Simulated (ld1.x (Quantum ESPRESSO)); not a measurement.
Logarithmic derivatives: Ca (Z = 20), TM semilocal

* Element: Ca
* Generator: ld1.x (Quantum ESPRESSO) 7.5
* Type: norm-conserving Troullier–Martins (semilocal form)
* Functional: PBE
* Relativity: scalar-relativistic
* Frozen core: [Ar]
* Valence charge: 2
* Reference configuration: 3d0 4s2 4p0
* Partial waves: 4p (bound, empty): rc 3.30 bohr; 3d (bound, empty): rc 2.20 bohr; 4s (bound): rc 2.95 bohr
* Local potential: the s channel
* Core correction: Bessel-smoothed model core, default radius (core density twice the valence density)

The phase is arctan(r·u′/u) with u = r·R(r), unwrapped; energies in Ry, scanned from -2 to 5 Ry. A pole is an energy at which the radial function vanishes at the test radius. The pseudo phase is shifted by a multiple of π to meet the all-electron one at the reference energy, and phase errors are pseudo minus all-electron; the curves can meet again beyond the range given. Levels narrower than the energy grid can be missing from the lists of poles.

| channel | radius (bohr) | reference energy (Ry) | poles, all-electron | poles, pseudo | unbroken range about the reference energy with phases within 0.05 rad | phase error 1 Ry above the reference energy (rad) |
| --- | --- | --- | --- | --- | --- | --- |
| s | 3.62 | -0.28 | 0.74 | 0.69, 3.46 | below 1.3 | -0.015 |
| p | 3.62 | -0.10 | 1.34 | 1.13, 4.02 | -2.0 to 1.2 | -0.037 |
| d | 3.62 | -0.14 | 0.01, 2.38 | 0.02, 2.60 | below 0.7 | +0.130 |

Phases in the p channel:

```csv
E (Ry),all-electron,pseudo
-2.00,1.424,1.357
-1.52,1.331,1.320
-1.04,1.263,1.257
-0.56,1.120,1.115
-0.08,0.539,0.539
0.40,-1.066,-1.095
0.88,-1.446,-1.483
1.36,-1.575,-1.637
1.84,-1.661,-1.817
2.32,-1.762,-2.848
2.80,-1.985,-4.418
3.28,-3.258,-4.607
3.76,-4.361,-4.683
4.24,-4.554,-4.735
4.72,-4.632,-4.787
```
